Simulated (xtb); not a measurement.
Cl₃Pb, charge -1, singlet, from a rough starting geometry (GFN-xTB shapes and energies of metal compounds can be far from the true ones); xtb with GFN2-xTB.

The xtb input:
```
$ xtb mol.xyz --gfn 2 --chrg -1 --opt vtight --json

# file mol.xyz
4

Pb     0.03363569     0.01735050     0.81949089
Cl     2.25123515    -0.56235816    -0.24500158
Cl    -0.64375967     2.19216615    -0.32122206
Cl    -1.64627476    -1.73769731    -0.28434292
```

What does xtb print? Leave out banner, timings and long lists.


```
   ID    Z sym.   atoms
    1   82 Pb     1
    2   17 Cl     2-4

           -------------------------------------------------
          |                Calculation Setup                |
           -------------------------------------------------

           -------------------------------------------------
          |                 G F N 2 - x T B                 |
           -------------------------------------------------

          ...................................................
          :                      SETUP                      :
          :.................................................:
          :  # basis functions                  34          :
          :  # atomic orbitals                  31          :
          :  # shells                           11          :
          :  # electrons                        26          :
          :  max. iterations                   250          :
          :  Hamiltonian                  GFN2-xTB          :
          :  restarted?                      false          :
          :  GBSA solvation                  false          :
          :  PC potential                    false          :
          :  electronic temp.          300.0000000     K    :
          :  accuracy                    1.0000000          :
          :  -> integral cutoff          0.2500000E+02      :
          :  -> integral neglect         0.1000000E-07      :
          :  -> SCF convergence          0.1000000E-05 Eh   :
          :  -> wf. convergence          0.1000000E-03 e    :
          :  Broyden damping             0.4000000          :
          :  net charge                         -1          :
          :  unpaired electrons                  0          :
          ...................................................

 iter      E             dE          RMSdq      gap      omega  full diag
   1    -16.3293927 -0.163294E+02  0.712E+00    6.60       0.0  T
   2    -16.3644329 -0.350402E-01  0.264E+00    5.32       1.0  T
   3    -16.3665428 -0.210994E-02  0.136E+00    4.94       1.0  T
   4    -16.3667246 -0.181840E-03  0.649E-01    5.06       1.0  T
   5    -16.3669431 -0.218502E-03  0.300E-01    4.98       1.0  T
   6    -16.3670205 -0.773639E-04  0.101E-01    4.97       1.0  T
   7    -16.3670269 -0.637239E-05  0.182E-02    4.97       2.7  T
   8    -16.3670271 -0.196895E-06  0.141E-02    4.97       3.5  T
   9    -16.3670274 -0.294294E-06  0.794E-03    4.97       6.3  T
  10    -16.3670274 -0.727483E-07  0.239E-03    4.97      20.9  T
  11    -16.3670274 -0.134105E-08  0.988E-04    4.97      50.6  T
  12    -16.3670274 -0.182304E-09  0.366E-05    4.97    1366.7  T

   *** convergence criteria satisfied after 12 iterations ***

         :::::::::::::::::::::::::::::::::::::::::::::::::::::
         ::                     SUMMARY                     ::
         :::::::::::::::::::::::::::::::::::::::::::::::::::::
         :: total energy             -16.366507709311 Eh    ::
         :: gradient norm              0.015441496083 Eh/a0 ::
         :: HOMO-LUMO gap              4.968961470656 eV    ::
         ::.................................................::
         :: SCC energy               -16.367024327844 Eh    ::
         :: -> isotropic ES            0.152595407577 Eh    ::
         :: -> anisotropic ES         -0.002974137013 Eh    ::
         :: -> anisotropic XC         -0.004009058430 Eh    ::
         :: -> dispersion             -0.004496960307 Eh    ::
         :: repulsion energy           0.000516618532 Eh    ::
         :: add. restraining           0.000000000000 Eh    ::
         :: total charge              -1.000000000000 e     ::
         :::::::::::::::::::::::::::::::::::::::::::::::::::::

      -----------------------------------------------------------
     |                   =====================                   |
     |                        A N C O P T                        |
     |                   =====================                   |
     |               Approximate Normal Coordinate               |
     |                Rational Function Optimizer                |
      -----------------------------------------------------------
      -----------------------------------------------------------
     |                   =====================                   |
     |                        A N C O P T                        |
     |                   =====================                   |
     |               Approximate Normal Coordinate               |
     |                Rational Function Optimizer                |
      -----------------------------------------------------------

          ...................................................
          :                      SETUP                      :
          :.................................................:
          :   optimization level         verytight          :
          :   max. optcycles                   200          :
          :   ANC micro-cycles                  20          :
          :   degrees of freedom                 6          :
          :.................................................:
          :   RF solver                   davidson          :
          :   write xtbopt.log                true          :
          :   linear?                        false          :
          :   energy convergence         0.1000000E-06 Eh   :
          :   grad. convergence          0.2000000E-03 Eh/α :
          :   maxmium RF displ.          1.0000000          :
          :   Hlow (freq-cutoff)         0.1000000E-01      :
          :   Hmax (freq-cutoff)         5.0000000          :
          :   S6 in model hess.         20.0000000          :
          ...................................................

generating ANC from exact Hessian ...
Using Lindh-Hessian (1995)
 Shifting diagonal of input Hessian by    9.5510939266976215E-003
 Lowest  eigenvalues of input Hessian
[...]
 * total energy  :   -16.3665077 Eh     change       -0.8988366E-12 Eh
 * total energy  :   -16.3633666 Eh     change        0.3141113E-02 Eh
 * total energy  :   -16.3671390 Eh     change       -0.3772382E-02 Eh
 * total energy  :   -16.3653947 Eh     change        0.1744269E-02 Eh
 * total energy  :   -16.3675564 Eh     change       -0.2161702E-02 Eh
 * total energy  :   -16.3675563 Eh     change        0.1025078E-06 Eh
 * total energy  :   -16.3675643 Eh     change       -0.7942713E-05 Eh
 * total energy  :   -16.3675641 Eh     change        0.1849991E-06 Eh
 * total energy  :   -16.3675693 Eh     change       -0.5267516E-05 Eh
 * total energy  :   -16.3675694 Eh     change       -0.2089318E-07 Eh
   *** GEOMETRY OPTIMIZATION CONVERGED AFTER 10 ITERATIONS ***
[...]
          :  -> wf. convergence          0.1000000E-03 e    :
          :  Broyden damping             0.4000000          :
          :  net charge                         -1          :
          :  unpaired electrons                  0          :
          ...................................................

 iter      E             dE          RMSdq      gap      omega  full diag
   1    -16.3680270 -0.163680E+02  0.309E-04    5.06       0.0  T
   2    -16.3680270 -0.489599E-10  0.272E-04    5.06     183.5  T
   3    -16.3680270 -0.139771E-09  0.130E-04    5.06     385.9  T

   *** convergence criteria satisfied after 3 iterations ***

         :::::::::::::::::::::::::::::::::::::::::::::::::::::
         ::                     SUMMARY                     ::
         :::::::::::::::::::::::::::::::::::::::::::::::::::::
         :: total energy             -16.367569355579 Eh    ::
         :: gradient norm              0.000012410381 Eh/a0 ::
         :: HOMO-LUMO gap              5.055229489487 eV    ::
         ::.................................................::
         :: SCC energy               -16.368023947011 Eh    ::
         :: -> isotropic ES            0.152470024738 Eh    ::
         :: -> anisotropic ES         -0.002920655155 Eh    ::
         :: -> anisotropic XC         -0.003723293131 Eh    ::
         :: -> dispersion             -0.004503199578 Eh    ::
         :: repulsion energy           0.000454591432 Eh    ::
         :: add. restraining           0.000000000000 Eh    ::
         :: total charge              -1.000000000000 e     ::
         :::::::::::::::::::::::::::::::::::::::::::::::::::::

           -------------------------------------------------
          |                Property Printout                |
           -------------------------------------------------

    * Orbital Energies and Occupations

         #    Occupation            Energy/Eh            Energy/eV
      -------------------------------------------------------------
         1        2.0000           -0.8861383             -24.1131
         2        2.0000           -0.8854551             -24.0945
         3        2.0000           -0.8854519             -24.0944
         4        2.0000           -0.7380880             -20.0844
         5        2.0000           -0.2991677              -8.1408
         6        2.0000           -0.2991651              -8.1407
         7        2.0000           -0.2851807              -7.7602
         8        2.0000           -0.2654957              -7.2245
         9        2.0000           -0.2654950              -7.2245
        10        2.0000           -0.2642605              -7.1909
        11        2.0000           -0.2641464              -7.1878
        12        2.0000           -0.2641450              -7.1878
        13        2.0000           -0.2598807              -7.0717 (HOMO)
        14                         -0.0741044              -2.0165 (LUMO)
        15                          0.0135531               0.3688
        16                          0.0135717               0.3693
        17                          0.2087708               5.6809
        18                          0.2087710               5.6809
        19                          0.2090417               5.6883
        20                          0.2091869               5.6923
        21                          0.2091895               5.6923
        22                          0.2106303               5.7315
        23                          0.2111318               5.7452
        24                          0.2111355               5.7453
       ...                                ...                  ...
        31                          0.2296687               6.2496
      -------------------------------------------------------------
                  HL-Gap            0.1857763 Eh            5.0552 eV
             Fermi-level           -0.1669925 Eh           -4.5441 eV

     #   Z          covCN         q      C6AA      α(0)
     1  82 Pb       2.461     0.710   452.814    42.438
     2  17 Cl       0.820    -0.570   118.232    16.634
     3  17 Cl       0.820    -0.570   118.232    16.634
     4  17 Cl       0.820    -0.570   118.232    16.634

 Mol. C6AA /au·bohr⁶  :       2873.395385
 Mol. C8AA /au·bohr⁸  :     226333.316463
 Mol. α(0) /au        :         92.340030

Wiberg/Mayer (AO) data.
largest (>0.10) Wiberg bond orders for each atom

 ---------------------------------------------------------------------------
     #   Z sym  total        # sym  WBO       # sym  WBO       # sym  WBO
 ---------------------------------------------------------------------------
     1  82 Pb   2.024 --     2 Cl   0.675     4 Cl   0.675     3 Cl   0.675
     2  17 Cl   0.728 --     1 Pb   0.675
     3  17 Cl   0.728 --     1 Pb   0.675
     4  17 Cl   0.728 --     1 Pb   0.675
 ---------------------------------------------------------------------------

Topologies differ in total number of bonds
Writing topology from bond orders to xtbtopo.mol

molecular dipole:
                 x           y           z       tot (Debye)
 q only:       -0.015       0.077       2.021
   full:       -0.015       0.077       2.070       5.266
molecular quadrupole (traceless):
                xx          xy          yy          xz          yz          zz
 q only:       -8.906      -0.003      -8.907      -0.236       0.322      17.813
  q+dip:      -10.849      -0.004     -10.849      -0.286       0.417      21.697
   full:      -10.756      -0.004     -10.757      -0.283       0.413      21.513

optimized geometry written to: xtbopt.xyz

           -------------------------------------------------
          | TOTAL ENERGY              -16.367569355579 Eh   |
          | GRADIENT NORM               0.000012410381 Eh/α |
          | HOMO-LUMO GAP               5.055229489487 eV   |
           -------------------------------------------------

normal termination of xtb
```
